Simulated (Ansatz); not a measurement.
A nudged elastic band was laid between two geometries of CHFGaN (5 atoms, charge 0, multiplicity 1).

The calculation used UKS B3LYP-D4/def2-SVP (Ansatz 0.2.0).

```
movable images  : 7
climbing image  : yes
spring          : 5.0 eV/Å²
optimiser       : quadratic models (default)
start path      : through a guess of the saddle point
force threshold : 0.03 eV/Å
iteration limit : 60
end points      : relaxed
```

Image 0:

```xyz
5
Properties=species:S:1:pos:R:3
N 1.214 -1.674 1.273
C 0.650 -0.862 0.662
Ga -0.259 0.523 -0.347
F -1.730 -0.053 -1.098
H 0.175 1.993 -0.532
```

Image 8:

```xyz
5
Properties=species:S:1:pos:R:3
N 1.691 -1.463 1.509
C 0.958 -0.854 0.855
Ga -1.965 1.796 -1.826
F -0.901 0.727 -0.817
H 0.267 -0.279 0.237
```

(1) Which bonds break or form, and what moves?

(2) Give the energies along the band, and the barrier.

(3) What is the geometry of the highest image?

Results:

(1) Bonds broken: C2–Ga3, Ga3–H5. Bonds formed: C2–H5. CHFGaN becomes FGa + HCN (or HNC).

(2) The forces met the threshold. The highest image is number 2 of 0 to 8, 2.87 eV above the first end and 3.18 eV above the last; the last end lies 0.31 eV below the first. Neighbouring images differ by up to 2.8 eV, so the band resolves the path poorly. A vibrational analysis at the climbing image gives one clearly imaginary mode, 1017i cm⁻¹: a first-order saddle point. The orbitals were unrestricted but ended closed-shell.

| image | path coordinate (Å) | energy (eV) | C2–Ga3 (Å) | Ga3–H5 (Å) | C2–H5 (Å) |
| --- | --- | --- | --- | --- | --- |
| 0 | 0.00 | 0.00 | 1.94 | 1.54 | 3.13 |
| 1 | 1.13 | 0.61 | 1.95 | 1.52 | 2.57 |
| 2 | 2.25 | 2.87 | 2.36 | 1.65 | 1.64 |
| 3 | 3.93 | 0.07 | 3.41 | 2.93 | 1.08 |
| 4 | 5.61 | -0.06 | 3.67 | 4.32 | 1.08 |
| 5 | 7.28 | -0.16 | 3.92 | 4.95 | 1.08 |
| 6 | 8.96 | -0.20 | 3.44 | 4.04 | 1.08 |
| 7 | 10.64 | -0.27 | 3.90 | 3.28 | 1.09 |
| 8 | 12.31 | -0.31 | 4.77 | 3.68 | 1.09 |

(3) 
```xyz
5
Properties=species:S:1:pos:R:3
N 1.531 -0.598 1.139
C 0.523 -0.920 0.609
Ga -0.644 0.701 -0.653
F -2.107 0.079 -1.370
H 0.746 0.664 0.233
```

Run time: 12 min on 2 threads of Intel(R) Xeon(R) 6975P-C (Granite Rapids), on a shared host, peak memory 0.29 GiB.
